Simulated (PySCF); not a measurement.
TiCl2, SMILES [Cl][Ti][Cl] (connectivity only; charge and spin as stated), neutral, multiplicity 3.

Geometry optimised at PBE0-D3(BJ)/def2-TZVP. The multiplicity is an assumed one; other spin states were not compared.

Two levels are set side by side: PBE/def2-TZVPD (PySCF) and CAM-B3LYP/def2-TZVPD (PySCF). Same geometry, gas phase. Differences are taken from unrounded values.

```tsv
quantity	PBE
α-spin orbital gap (eV)	0.49
β-spin orbital gap (eV)	4.30
mean polarisability (bohr³)	74.5
```

### Question
These are the PBE values. What does CAM-B3LYP give? (Estimate from the structure and the level; the computed values follow.)

### Answer

```
quantity                     CAM-B3LYP  PBE minus CAM-B3LYP
---------------------------  ---------  -------------------
α-spin orbital gap (eV)           6.25                -5.76
β-spin orbital gap (eV)           8.83                -4.53
mean polarisability (bohr³)       63.2                 11.3
```

Loosely held outer electrons make PBE densities more polarisable. Differences between two approximate levels are no errors against the true value.

Rough cost on one machine, each run with all the roots and properties that it gave: CAM-B3LYP against PBE within a factor of 2.
